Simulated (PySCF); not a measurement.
Compound: [Cu(OH)2]- (charge -1 and singlet state).
SMILES: `[OH][Cu-][OH]`

Method used: PBE0-D3(BJ)/def2-SVP geometry optimisation, gas phase (PySCF).

Take the most abundant isotopes and a rigid rotor. 

(1) Give the principal moments of inertia and the rotational constants in MHz.

(2) What kind of rotor is it?

(3) What does the inertial defect say?

(4) Give the coordinates in the principal-axis frame, origin at the centre of mass.

Results:

(1) Ia = 1.65, Ib = 115.71, Ic = 117.35 u·Å²; 505379 MHz·u·Å²/I gives A = 306699, B = 4368, C = 4306 MHz.

(2) A near-prolate asymmetric top: κ = (2 × 4368 − 306699 − 4306)/(306699 − 4306) = -1.00.

(3) Planar: Δ = Ic − Ia − Ib = 0.00 u·Å². For a rigid frame Δ = −2 Σ m c², so it vanishes when all atoms lie in the ab plane; here none is more than 0.01 Å from it.

(4) The sense of each axis is arbitrary; atoms in the order of the calculation.
```
atom  mass (u)   a (Å)   b (Å)   c (Å)
 Cu1    62.930   0.000   0.000   0.000
  O2    15.995  -1.829   0.062   0.000
  H3     1.008  -2.081  -0.869  -0.007
  O4    15.995   1.829  -0.062   0.000
  H5     1.008   2.081   0.869  -0.007
```

The point group C2h allows no dipole (computed: 0.02 D (about the centre of mass, as the species is charged)), so a rigid rotor has no electric-dipole lines.

Estimate the classical rotational partition function at 100 K and 500 K.

Point group C2h, symmetry number σ = 2; q = (√π/σ)·√((kT/h)³/(ABC)), k/h = 20836.6 MHz/K: 1110 at 100 K, 12400 at 500 K.

No frequency check. Constants of a rigid frame at the computed geometry: no zero-point averaging, no centrifugal distortion.
